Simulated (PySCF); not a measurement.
Species: C5H7N2 (doublet state).
Z-matrix (Å and degrees, GFN2-xTB geometry), rows numbered from 1:
```
C 
C   1  1.3488
N   2  1.3596  1  126.35
C   3  1.3975  2  125.07  1   176.06
N   4  1.4004  3  106.02  2   174.21
C   5  1.3627  4  108.35  3     9.24
C   6  1.3510  5  108.72  4    -6.67
H   1  1.0737  2  122.94  3    -0.55
H   1  1.0724  2  120.06  3   179.48
H   2  1.0813  1  120.32  3  -179.51
H   4  1.0769  3  119.91  2    35.19
H   5  1.0036  4  123.00  3   169.72
H   6  1.0715  5  122.07  4   174.61
H   7  1.0687  3  122.03  2     0.47
```

The hyperfine couplings belong to this conformer and change with its torsions.

As a line formula: `C=CN1[CH]NC=C1` [radical].

Level of theory: PySCF, UKS B3LYP, pcH-1 on C H N, non-relativistic, mean-field spin-orbit, GIAO. One conformer (not necessarily the lowest) at the GFN2-xTB geometry, without solvent, vibrations or thermal averaging. A GFN2-xTB geometry isn't a minimum of the functional, and hyperfine couplings can be far from their values at a DFT geometry. No stability test was run, so a lower SCF solution isn't excluded.

Predict the first-order ENDOR lines of N3, N5, H11, H9, H8, H14, H13, H12 and H10 under fast tumbling at B = 3346.9 mT (W band).

For S = 1/2 in fast tumbling each set of equivalent nuclei gives two lines, ν± = |νn ± a/2| to first order, with νn = g_N μN B/h and μN/h = 7.62259 MHz/T.

| nuclei | isotope | g_N | νn (MHz) | a_iso (MHz) | lower line (MHz) | upper line (MHz) |
| --- | --- | --- | --- | --- | --- | --- |
| N3 | 14N | 0.4038 | 10.30 | 4.26 | 8.17 | 12.43 |
| N5 | 14N | 0.4038 | 10.30 | 4.14 | 8.23 | 12.37 |
| H11 | 1H | 5.5857 | 142.50 | 40.33 | 122.34 | 162.67 |
| H9 | 1H | 5.5857 | 142.50 | -16.05 | 134.48 | 150.53 |
| H8 | 1H | 5.5857 | 142.50 | -15.36 | 134.82 | 150.18 |
| H14 | 1H | 5.5857 | 142.50 | -5.99 | 139.51 | 145.50 |
| H13 | 1H | 5.5857 | 142.50 | 4.09 | 140.46 | 144.55 |
| H12 | 1H | 5.5857 | 142.50 | -2.02 | 141.49 | 143.52 |
| H10 | 1H | 5.5857 | 142.50 | 0.75 | 142.13 | 142.88 |

Which pairs are centred on the nuclear Larmor frequency, and which on half the coupling?

Centred on νn, since |a| < 2νn: N3, N5, H11, H9, H8, H14, H13, H12 and H10. No pair has |a| > 2νn.
